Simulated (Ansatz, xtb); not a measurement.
# C5H7NS2: 7 structures ranked

7 gas-phase structures of C5H7NS2, from a drawn sample of its isomers (lower ones may exist). Each was relaxed with GFN2-xTB; where two conformers were screened, the lower at r2SCAN-D4/def2-SVP is listed:

A. `CC1(C#N)SCCS1`, a singlet
B. `SCCc1cncs1`, a singlet
C. `CCc1ncsc1S`, a singlet
D. `CCSc1cncs1`, a singlet
E. `CSc1ccc(N)s1`, a singlet
F. `CCSc1cscn1`, a singlet
G. `CSSC1(C#N)CC1`, a singlet

**Question.** Which do you expect lowest at r2SCAN-D4/def2-SVP, and how would the others follow?

**Answer.** Calculated order at r2SCAN-D4/def2-SVP: C (0.0), B (4.5), F (7.8), D (16.3), E (22.6), A (52.2), G (122.4) kJ/mol. Less than 1 kcal/mol parts B and F, so the order within that pair means little.

Energies above the lowest of each column, in kJ/mol; the last columns are at B3LYP-D3(BJ)/def2-SVP geometries and were run for some of them only (a dash: not run or not comparable):

```tsv
structure	GFN2-xTB	HF/STO-3G	r2SCAN-D4/def2-SVP	B3LYP-D3(BJ)/def2-SVP	CCSD(T)/def2-SVP + ΔMP2/def2-TZVPP
C	0.0	58.1	0.0	0.0	0.0
B	13.5	90.5	4.5	8.8	8.3
F	15.6	53.4	7.8	15.3	11.9
D	25.7	62.0	16.3	18.6	15.0
E	65.2	108.4	22.6	27.2	28.7
A	101.7	0.0	52.2	44.5	–
G	115.7	152.7	122.4	–	–
```

CCSD(T)/def2-SVP + ΔMP2/def2-TZVPP puts C lowest of those it was run on; HF/STO-3G picks A. Flexible structures stand in one conformer each, not always the lowest. Frequencies (GFN2-xTB) were run for B, C, D, E, F alone. The ΔMP2 step shifts differences by up to 20.8 kJ/mol, which makes them less sure. ΔMP2 is the change of the MP2 energy from the smaller to the larger basis.

Over these structures GFN2-xTB departs from r2SCAN-D4/def2-SVP by 17.2 kJ/mol on average once a common shift is removed. A GFN2-xTB relaxation took about 0.1 s and the r2SCAN-D4/def2-SVP energy about 2.5 s on a shared host (Ansatz 0.2.0, xtb 6.7.1).
